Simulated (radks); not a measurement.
Trend from Zr+ to Cd+: ionisation energy by Delta-SCF between NIST ground configurations, and size. Calculated with a radial shooting solver on a logarithmic mesh with Libxc functionals: Dirac Kohn-Sham, PBEsol, spin-unpolarised, spherical densities, finite nucleus; open shells are shared between the two j in proportion to 2j + 1; Fermi nuclear charge, rms radius of each element as measured or else 0.836 A^(1/3) + 0.57 fm.

[
 {"species": "Zr+", "configuration": "[Kr] 4d2 5s1", "configuration of the ion": "[Kr] 4d2", "IE (eV)": "12.910", "NIST (eV)": "13.130", "kind": "exp."},
 {"species": "Nb+", "configuration": "[Kr] 4d4", "configuration of the ion": "[Kr] 4d3", "IE (eV)": "14.028", "NIST (eV)": "14.320", "kind": "semi-emp."},
 {"species": "Mo+", "configuration": "[Kr] 4d5", "configuration of the ion": "[Kr] 4d4", "IE (eV)": "15.455", "NIST (eV)": "16.2", "kind": "semi-emp."},
 {"species": "Tc+", "configuration": "[Kr] 4d5 5s1", "configuration of the ion": "[Kr] 4d5", "IE (eV)": "14.841", "NIST (eV)": "15.260", "kind": "semi-emp."},
 {"species": "Ru+", "configuration": "[Kr] 4d7", "configuration of the ion": "[Kr] 4d6", "IE (eV)": "18.184", "NIST (eV)": "16.8", "kind": "semi-emp."},
 {"species": "Rh+", "configuration": "[Kr] 4d8", "configuration of the ion": "[Kr] 4d7", "IE (eV)": "19.510", "NIST (eV)": "18.080", "kind": "semi-emp."},
 {"species": "Pd+", "configuration": "[Kr] 4d9", "configuration of the ion": "[Kr] 4d8", "IE (eV)": "20.819", "NIST (eV)": "19.4", "kind": "semi-emp."},
 {"species": "Ag+", "configuration": "[Kr] 4d10", "configuration of the ion": "[Kr] 4d9", "IE (eV)": "22.115", "NIST (eV)": "21.484", "kind": "exp."},
 {"species": "Cd+", "configuration": "[Kr] 4d10 5s1", "configuration of the ion": "[Kr] 4d10", "IE (eV)": "17.097", "NIST (eV)": "16.908", "kind": "exp."}
]

Reference values: NIST Atomic Spectra Database (exp. = measured, semi-emp. = semi-empirical, theory = theoretical value adopted there). Spin polarisation and multiplet splitting are left out, so open shells lie too high by an amount that depends on their filling. Sharing an open shell by 2j + 1 raises it above the true ground level by a part of the spin-orbit splitting, which enters the differences from NIST.

Beside tabulated values, note that spin-unpolarised runs miss the spin-polarisation part of the exchange energy of open shells.
